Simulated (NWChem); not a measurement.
# Si2H5OCl; SMILES O[Si@H](Cl)[SiH3]

```xyz
9

O      1.9020     0.1320     0.4133
Si     0.4634     0.1209    -0.4469
Si    -0.6412    -1.8662     0.1147
Cl    -0.7792     1.7076     0.1358
H      2.4887     0.8910     0.2427
H      0.7056     0.3194    -1.9197
H     -0.8843    -1.8858     1.5980
H     -1.9610    -1.9037    -0.6056
H      0.1697    -3.0706    -0.2801
```
Atoms are numbered in this order, from 1.

Program: NWChem. Medium grid unless said otherwise, to which SCAN and Minnesota functionals are sensitive. Structure relaxed at the PBE-D3(BJ)/def2-SVP level.

Task: Order these by “highest occupied level (eV)”, lowest first: OLYP/def2-SVP; B3LYP/def2-SVP; LC-wPBE (HJS exchange hole, range parameter 0.4 per bohr)/def2-SVP; M06-2X/def2-SVP; r2SCAN/def2-SVP.

Result: LC-wPBE (HJS exchange hole, range parameter 0.4 per bohr)/def2-SVP (-10.77), M06-2X/def2-SVP (-9.23), B3LYP/def2-SVP (-7.85), r2SCAN/def2-SVP (-7.21), OLYP/def2-SVP (-6.73)
